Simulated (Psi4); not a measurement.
Interaction energy of HF ··· C2H6 (SMILES F and CC). Monomers: optimised at B3LYP-D3(BJ) (def2-TZVP), held rigid. Orientation: lowest of the rigid-body minima from ten starts at GFN2-xTB. R is the distance of the centres of mass, along which the second monomer moves.

Computed with Psi4 1.11 with SAPT0/jun-cc-pVDZ, frozen core.

Components in kcal/mol:

```tsv
R / Å	electrostatics	exchange	induction	dispersion	total
2.62	-5.57	24.29	-7.45	-4.51	6.76
2.80	-3.43	13.60	-4.53	-3.09	2.54
3.03	-1.79	6.34	-2.41	-1.92	0.22
3.20	-1.11	3.56	-1.53	-1.36	-0.44
3.44	-0.59	1.55	-0.84	-0.85	-0.73
3.58	-0.42	0.95	-0.60	-0.65	-0.73
3.94	-0.19	0.26	-0.28	-0.34	-0.56
4.20	-0.12	0.10	-0.17	-0.22	-0.41
4.73	-0.04	0.01	-0.07	-0.10	-0.20
5.43	-0.01	0.00	-0.03	-0.04	-0.08
6.40	0.00	0.00	-0.01	-0.01	-0.02
7.69	0.00	0.00	0.00	0.00	0.00
```
